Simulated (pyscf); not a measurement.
Single points on ωB97X-D3(BJ)/def2-SVP structures (PySCF, gas phase).

Task: How much does it cost (ΔH, 298 K, ωB97M-D3(BJ)/def2-TZVP) to split `[CH3][CH]([CH3])[O][Zr]([OH])([OH])[OH]` at its O–Zr bond into H₃C–CH(CH₃)–O• + [HO–Zr(OH)–OH]•?

Result: O–Zr to H₃C–CH(CH₃)–O• + [HO–Zr(OH)–OH]•: 111.3 kcal/mol. The 7 functionals that were run give +107.0 (PBE) to +114.6 kcal/mol (ωB97X-D3(BJ)/def2-TZVP). The radicals are drawn with the spin at the cut bond; how far it spreads was not checked. H₃C–CH(CH₃)–O• lies 5.1 kcal/mol over its isomer H₃C–CH₂–CH•–OH (electronic energy, ωB97M-D3(BJ)/def2-TZVP). Other isomers of [HO–Zr(OH)–OH]• were not searched in full and may lie lower. Open-shell species with a d-block atom are single-reference here; other states, and whether the spin sits on metal or ligand, were not checked. Elements past Kr carry the def2 core potentials, without spin-orbit coupling.
